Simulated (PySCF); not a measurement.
Species: C3Cl2F2O2.
SMILES with atom numbers: `[O:1]=[C:2]([Cl:3])[C:4]([F:5])([F:6])[C:7](=[O:8])[Cl:9]`

Geometry (GFN2-xTB, Å), atoms numbered from 1 in this order:
```xyz
9
C3Cl2F2O2 angstrom
O      1.714    1.150   -0.594
C      0.995    0.768    0.264
Cl     0.653    1.634    1.714
C      0.184   -0.553    0.181
F      0.881   -1.468   -0.519
F     -0.038   -1.078    1.400
C     -1.171   -0.222   -0.497
O     -2.132    0.129    0.095
Cl    -1.072   -0.355   -2.213
```

Method: TDDFT wB97X-D/def2-SVPD, vertical, gas phase, core orbitals frozen in the response in PySCF.

Computed states:

```
state  E (eV)       f
   S1    4.52  0.0088
   S2    4.83  0.0000
   S3    5.92  0.0067
   S4    6.06  0.0000
   S5    6.51  0.0004
   S6    6.70   0.075
   S7    7.03  0.0006
   S8    7.37   0.037
```

Each state is given a Gaussian of 0.4 eV full width at half maximum, with ε(max) = 2.175×10⁸ f / Δν̃ (Δν̃ the width in cm⁻¹). The width is an assumption, not a result. The curve ends short of the highest state used, and states not computed would add to its high-energy end.

**Question.** What does the envelope look like, and where are its maxima?

**Answer.** 
```json
{"λ (nm)": "183.2", "ε (L mol⁻¹ cm⁻¹)": "4764"}
{"λ (nm)": "189.0", "ε (L mol⁻¹ cm⁻¹)": "3570"}
{"λ (nm)": "194.8", "ε (L mol⁻¹ cm⁻¹)": "725"}
{"λ (nm)": "200.6", "ε (L mol⁻¹ cm⁻¹)": "194"}
{"λ (nm)": "206.4", "ε (L mol⁻¹ cm⁻¹)": "404"}
{"λ (nm)": "212.1", "ε (L mol⁻¹ cm⁻¹)": "408"}
{"λ (nm)": "217.9", "ε (L mol⁻¹ cm⁻¹)": "176"}
{"λ (nm)": "223.7", "ε (L mol⁻¹ cm⁻¹)": "37"}
{"λ (nm)": "229.5", "ε (L mol⁻¹ cm⁻¹)": "4"}
{"λ (nm)": "235.3", "ε (L mol⁻¹ cm⁻¹)": "0"}
{"λ (nm)": "241.1", "ε (L mol⁻¹ cm⁻¹)": "1"}
{"λ (nm)": "246.9", "ε (L mol⁻¹ cm⁻¹)": "9"}
{"λ (nm)": "252.6", "ε (L mol⁻¹ cm⁻¹)": "45"}
{"λ (nm)": "258.4", "ε (L mol⁻¹ cm⁻¹)": "157"}
{"λ (nm)": "264.2", "ε (L mol⁻¹ cm⁻¹)": "355"}
{"λ (nm)": "270.0", "ε (L mol⁻¹ cm⁻¹)": "543"}
{"λ (nm)": "275.8", "ε (L mol⁻¹ cm⁻¹)": "587"}
{"λ (nm)": "281.6", "ε (L mol⁻¹ cm⁻¹)": "468"}
{"λ (nm)": "287.4", "ε (L mol⁻¹ cm⁻¹)": "285"}
{"λ (nm)": "293.2", "ε (L mol⁻¹ cm⁻¹)": "136"}
{"λ (nm)": "298.9", "ε (L mol⁻¹ cm⁻¹)": "54"}
{"λ (nm)": "304.7", "ε (L mol⁻¹ cm⁻¹)": "18"}
{"λ (nm)": "310.5", "ε (L mol⁻¹ cm⁻¹)": "5"}
{"λ (nm)": "316.3", "ε (L mol⁻¹ cm⁻¹)": "1"}
```

Maxima: 274 nm (4.52 eV), ε about 590, made up of S1 (100%); 209 nm (5.92 eV), ε about 450, made up of S3 (100%); 185 nm (6.70 eV), ε about 5100, made up of S6 (100%) (ε in L mol⁻¹ cm⁻¹; maxima over ε = 5, shares over 10%).

**Question.** What would ε be at 6.70 eV, the highest of these maxima, with half the width (0.2 eV)?

**Answer.** About 10200 L mol⁻¹ cm⁻¹ against 5100, a factor of about 1.99; a lone state at its own centre would give exactly 2.

**Question.** On this curve, what absorbance would a 10⁻⁵ mol/L sample give at 280 nm over a 1 cm path?

**Answer.** 280 nm is 4.428 eV, where ε is about 510 L mol⁻¹ cm⁻¹, so A = ε c l ≈ 0.0051 (Beer–Lambert, with the gas-phase spectrum and the assumed width).

**Question.** Coming from long wavelengths, where does ε first pass 100 L mol⁻¹ cm⁻¹?

**Answer.** At about 295 nm (4.20 eV), 0.32 eV below S1.

One conformer stands for the species.
